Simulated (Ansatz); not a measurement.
Ideal-gas functions of C2F5 (`F[C](F)C(F)(F)F`) radical at 400 K and 1 bar, from an Ansatz frequency run at PBE0-D4/def2-TZVP.

Molar mass 119.01 g/mol, point group Cs (symmetry number 1), electronic degeneracy 2, moments of inertia 133.892, 209.756, 255.066 u Å². Harmonic wavenumbers (cm⁻¹, unscaled): 62, 209, 220, 367, 422, 517, 591, 615, 708, 833, 1143, 1210, 1256, 1323, 1430.

Use S(trans) = R[1.5 ln M + 2.5 ln T − 1.1517]; rotational temperatures θ = 24.2544 K / I; S(rot) = R[ln(√π/σ · √(T³/θAθBθC)) + 1.5]; for each mode x = 1.438777 ν̃/T, S = R[x/(eˣ − 1) − ln(1 − e⁻ˣ)] and H = RT x/(eˣ − 1); 1 cm⁻¹ = 0.0119627 kJ/mol; R = 8.31446 J/(mol·K).

Problem. By hand: the entropy, in J/(mol·K).

Solution. Translation 174.6. Rotation: θ = 0.1811, 0.1156, 0.0951 K, giving 117.8. Vibration, mode by mode: 20.81, 10.88, 10.47, 6.58, 5.60, 4.26, 3.45, 3.22, 2.48, 1.74, 0.71, 0.58, 0.51, 0.41, 0.30, in all 72.0. Electronic 5.8. Sum 370.2 J/(mol·K).

Problem. By hand: H − E and G − E in kJ/mol, counted from the electronic energy.

Solution. Zero-point energy ½ × 10906 × 0.0119627 = 65.2; thermal vibration 15.5; translation, rotation and pV give 4 RT = 13.3. H − E = 94.0 kJ/mol, and G − E = 94.0 − 400 × 370.2/1000 = -54.1 kJ/mol.

Vibration gives 19 % of the entropy, 20.8 J/(mol·K) of it from the mode under 150 cm⁻¹: soft modes count most, and the harmonic formula is weakest for them.
